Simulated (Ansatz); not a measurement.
Program: Ansatz. Geometries: PBE0-D4/def2-TZVP. ΔE: electronic, gas phase. CCSD(T)/CBS adds triple-zeta CCSD(T) − MP2 to the extrapolated MP2 energy (def2 sets, frozen cores). Functionals use def2-TZVPP. B3LYP here is the variant with VWN-RPA as its local correlation; programs differ in this. def2 core potentials past Kr. For Sn outer-core shells are correlated without core-valence functions, which leaves a few kJ/mol of doubt a bond. Each species was taken in one conformer, which may not be the lowest.

`CCC(O)CC` + `C[NH][SnH]([F])[Cl]` → `CC[N](C)[SnH]([F])[Cl]` + `CCCO`  (substitution at a C–C bond)

(1) Is it downhill or uphill in electronic energy at CCSD(T)/CBS, and by how much? (An estimate is asked.)

(2) What do these levels give: PBE0-D4, B3LYP-D4, r2SCANh-D4, r2SCAN0-D4, CAM-B3LYP-D4, PBE-QIDH, PBE0, CAM-B3LYP, LC-ωPBE, SCS-MP2/def2-TZVPP, HF/CBS(def2), MP2/CBS(def2)? (Estimate.)

Largest T1 diagnostic among the species: 0.013.

Answers

(1) The calculation gave: Uphill: ΔE = +7.0 kcal/mol.

(2) Computed: PBE0-D4 7.3, B3LYP-D4 6.8, r2SCANh-D4 7.6, r2SCAN0-D4 7.8, CAM-B3LYP-D4 7.5, PBE-QIDH 7.8, PBE0 8.0, CAM-B3LYP 8.2, LC-ωPBE 8.5, SCS-MP2/def2-TZVPP 7.3, HF/CBS(def2) 8.9, MP2/CBS(def2) 6.8 kcal/mol.

The D4 term adds −1.2 kcal/mol with B3LYP and −0.7 kcal/mol with PBE0; it sums over pairs of atoms, weighted by their polarisabilities, and B3LYP, whose exchange is more repulsive, gets the larger term. From BLYP to BHLYP (50 % exact exchange), in def2-TZVPP and without D4, ΔE moves by +0.8 kcal/mol.
